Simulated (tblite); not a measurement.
Species: C₈H₇F.
Bonds: C1–C2 (double), C2–F3, C2–C4, C4–C5 (triple), C5–C6, C6–C7 (triple), C7–C8, C8–C9. Hydrogens: H10, H11 on C1; H12, H13 on C8; H14, H15, H16 on C9.

Computed with GFN2-xTB (tblite), gas phase: L-BFGS steps from a force-field or distance-geometry start until the largest atomic force falls under 0.01 eV/Å.

Step 2: E = -687.7161 eV
```
atom  x, y, z in Å  |  force x, y, z in eV/Å
C1     -3.9360   -0.4406    2.1600    0.263  -0.019   0.111
C2     -3.7120   -0.1371    0.8882    0.869   0.121  -0.658
F3     -4.7820    0.0909    0.0687    0.566  -0.036   0.111
C4     -2.4031   -0.0307    0.2876    1.502   0.095  -0.694
C5     -1.2615    0.0443   -0.1952   -0.794  -0.016   0.222
C6      0.0204    0.1388   -0.7608   -0.069  -0.001   0.075
C7      1.1417    0.2254   -1.2532   -0.637  -0.040   0.234
C8      2.5035    0.3237   -1.8449   -0.802  -0.041   0.428
C9      3.6021    0.0452   -0.8092   -0.187   0.056  -0.103
H10    -3.1209   -0.6288    2.8402   -0.101   0.032  -0.120
H11    -4.9365   -0.5001    2.5377   -0.128  -0.015   0.049
H12     2.6548    1.3252   -2.2721   -0.211  -0.098   0.161
H13     2.6022   -0.3913   -2.6695   -0.204  -0.027   0.098
H14     3.5466    0.7629    0.0016   -0.019   0.075   0.106
H15     4.5826    0.1333   -1.2759   -0.079  -0.059  -0.001
H16     3.4905   -0.9521   -0.3917    0.028  -0.026  -0.021
```

Step 3: E = -687.7709 eV
```
atom  x, y, z in Å  |  force x, y, z in eV/Å
C1     -3.9323   -0.4407    2.1611    0.238   0.156  -0.620
C2     -3.6947   -0.1357    0.8793    0.669  -0.031   0.001
F3     -4.7725    0.0905    0.0696    0.634  -0.023   0.046
C4     -2.3804   -0.0292    0.2764   -0.958  -0.074   0.372
C5     -1.2633    0.0450   -0.1969    1.053   0.100  -0.542
C6      0.0107    0.1382   -0.7556    0.351   0.032  -0.124
C7      1.1312    0.2248   -1.2495   -0.695  -0.049   0.281
C8      2.4876    0.3225   -1.8370   -0.443  -0.034   0.186
C9      3.5990    0.0461   -0.8100   -0.241   0.049  -0.019
H10    -3.1229   -0.6282    2.8376    0.062  -0.010   0.036
H11    -4.9377   -0.5004    2.5382    0.026   0.009  -0.063
H12     2.6509    1.3238   -2.2692   -0.284  -0.159   0.208
H13     2.5983   -0.3919   -2.6678   -0.275   0.047   0.215
H14     3.5462    0.7641    0.0033   -0.013   0.035   0.066
H15     4.5812    0.1321   -1.2760   -0.146  -0.036  -0.030
H16     3.4910   -0.9521   -0.3924    0.022  -0.012  -0.012
```

Step 4: E = -687.7998 eV
```
atom  x, y, z in Å  |  force x, y, z in eV/Å
C1     -3.9265   -0.4386    2.1535    0.152   0.121  -0.490
C2     -3.6717   -0.1352    0.8730    0.190  -0.067   0.224
F3     -4.7558    0.0900    0.0706    0.599   0.004  -0.072
C4     -2.3713   -0.0287    0.2706   -0.411  -0.043   0.179
C5     -1.2519    0.0469   -0.2052    0.232   0.036  -0.166
C6      0.0114    0.1384   -0.7545   -1.535  -0.111   0.687
C7      1.1074    0.2232   -1.2401    1.948   0.147  -0.859
C8      2.4688    0.3210   -1.8282   -0.284  -0.045   0.100
C9      3.5932    0.0476   -0.8105   -0.271   0.027   0.055
H10    -3.1236   -0.6277    2.8360    0.104  -0.019   0.071
H11    -4.9378   -0.5004    2.5375    0.261   0.046  -0.237
H12     2.6436    1.3205   -2.2638   -0.369  -0.173   0.239
H13     2.5912   -0.3918   -2.6633   -0.361   0.081   0.297
H14     3.5457    0.7655    0.0055   -0.017  -0.004   0.026
H15     4.5778    0.1306   -1.2765   -0.241  -0.006  -0.056
H16     3.4918   -0.9522   -0.3933    0.004   0.004   0.001
```

Task: Estimate the geometry and energy of step 5. (The exact step hangs on the optimiser's Hessian estimate; all steps are aligned on step 4, rigid shifts and turns removed.)

Result: E = -687.8383 eV, largest force 0.507 eV/Å
```
atom  x, y, z in Å  |  force x, y, z in eV/Å
C1     -3.9219   -0.4360    2.1438    0.142  -0.035   0.140
C2     -3.6584   -0.1358    0.8726    0.084   0.010  -0.067
F3     -4.7398    0.0898    0.0703    0.469   0.035  -0.190
C4     -2.3666   -0.0286    0.2677   -0.364  -0.047   0.204
C5     -1.2484    0.0479   -0.2092   -0.079   0.009  -0.013
C6      0.0024    0.1378   -0.7497    0.094   0.015  -0.048
C7      1.1097    0.2235   -1.2417    0.434   0.027  -0.180
C8      2.4567    0.3197   -1.8230    0.085  -0.025   0.001
C9      3.5869    0.0487   -0.8101   -0.173  -0.002   0.076
H10    -3.1226   -0.6277    2.8360    0.032   0.003  -0.010
H11    -4.9344   -0.4999    2.5342    0.345   0.066  -0.323
H12     2.6353    1.3166   -2.2580   -0.361  -0.094   0.199
H13     2.5830   -0.3906   -2.6573   -0.353   0.031   0.240
H14     3.5452    0.7661    0.0070   -0.033  -0.012   0.017
H15     4.5731    0.1297   -1.2774   -0.300   0.012  -0.060
H16     3.4923   -0.9522   -0.3938   -0.021   0.007   0.015
```

The energy changes by -0.0386 eV. The first-order estimate −F·Δx gives -0.0588 eV and the mean of the old and new forces, exact on a quadratic surface, -0.0386 eV. The step makes an angle of 56° with the force vector and moves no atom by more than 0.016 Å.

The cost below is that of the whole relaxation. Time: 0.27 s wall. Hardware: an Arm Neoverse V1 with one thread, no GPU, on a shared host.
